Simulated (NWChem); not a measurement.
Molecule: C$_{4}$H$_{9}$O$_{2}$, doublet; SMILES COCC(C)[O]

```xyz
15

C      0.5221    -1.8466    -0.4773
O     -0.7073    -1.1971    -0.1990
C     -0.6396    -0.2945     0.8599
C      0.0822     1.0773     0.4771
C     -0.5854     1.7443    -0.7313
O      1.4013     0.8150     0.3159
H      1.3025    -1.1052    -0.7100
H      0.3512    -2.4964    -1.3387
H      0.8557    -2.4493     0.3802
H     -0.1146    -0.7155     1.7287
H     -1.6694    -0.0414     1.1300
H     -0.0760     1.6764     1.3989
H     -0.0523     2.6661    -0.9842
H     -0.5572     1.0771    -1.5973
H     -1.6314     1.9972    -0.5196
```
Atoms are numbered in this order, from 1.

Computed with NWChem. Spin-unrestricted. Structure relaxed at the B3LYP/6-31G* (spherical d), spin-unrestricted level. No stability test was run on the SCF state. Fermi-contact couplings, non-relativistic, static geometry.

**Question.** Estimate the computed values for TPSSh/IGLO-II. Quantities: A(iso) 13C atom 3 (MHz); A(iso) 13C atom 4 (MHz); A(iso) 17O atom 6 (MHz); A(iso) 1H atom 7 (MHz); A(iso) 1H atom 11 (MHz); A(iso) 1H atom 12 (MHz); <S²>.

**Answer.** 
```json
{
 "A(iso) 13C atom 3 (MHz)": "67.8",
 "A(iso) 13C atom 4 (MHz)": "-39.2",
 "A(iso) 17O atom 6 (MHz)": "-22.4",
 "A(iso) 1H atom 7 (MHz)": "33.6",
 "A(iso) 1H atom 11 (MHz)": "26.7",
 "A(iso) 1H atom 12 (MHz)": "117",
 "<S²>": "0.754"
}
```
